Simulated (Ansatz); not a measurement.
# C4HF3O2: where a starting geometry ends

The starting geometry of this gas-phase singlet was optimised with GFN2-xTB; its bonds are those of `O=C1C=C(C(F)(F)F)O1`.

| atom | x (Å) | y (Å) | z (Å) |
| --- | --- | --- | --- |
| C | 0.4061 | -0.1228 | 1.8213 |
| C | -0.1208 | -1.5000 | 1.5326 |
| C | 0.4279 | -1.3393 | 0.3222 |
| C | 0.5702 | -2.1128 | -0.9517 |
| F | 1.8483 | -2.3550 | -1.2539 |
| F | 0.0272 | -1.4770 | -1.9920 |
| F | -0.0441 | -3.2969 | -0.8437 |
| O | 0.4443 | 0.6774 | 2.6755 |
| O | 0.9514 | -0.0565 | 0.5054 |
| H | -0.6742 | -2.2501 | 2.0532 |

Q: Where would you expect an optimisation with PBE-D3(BJ)/def2-SVP to take it?

A: A bond breaks, giving a structure given below by its coordinates. Distances that change by over a tenth: C1–C2 (1.50 → 1.34 Å), C3–O9 (1.40 → 1.22 Å). Contacts that open: C1–O9 (1.43 → 2.88 Å).

The energy falls by 1.00 eV over 20 steps:

```
step  E − E(last) (eV)
   1             1.003
   3             0.904
   5             0.892
   7             0.875
   9             0.762
  12             0.207
  14             0.039
  16             0.002
  18             0.000
  20             0.000
```

Final geometry (Å):

```xyz
10

C     0.0848   -0.3205    2.3816
C     0.0394   -1.2402    1.4081
C     0.6940   -0.9863    0.1198
C     0.5459   -2.1422   -0.9192
F     1.7618   -2.5626   -1.3066
F    -0.1182   -1.6956   -2.0000
F    -0.1297   -3.2091   -0.4236
O     0.1381    0.4933    3.2119
O     1.3170    0.0106   -0.2044
H    -0.4968   -2.1803    1.6015
```

No frequencies were run, so the end isn't proven a minimum. Run with Ansatz 0.2.0, 23 s on 4 threads of Arm Neoverse V1, on a shared host.
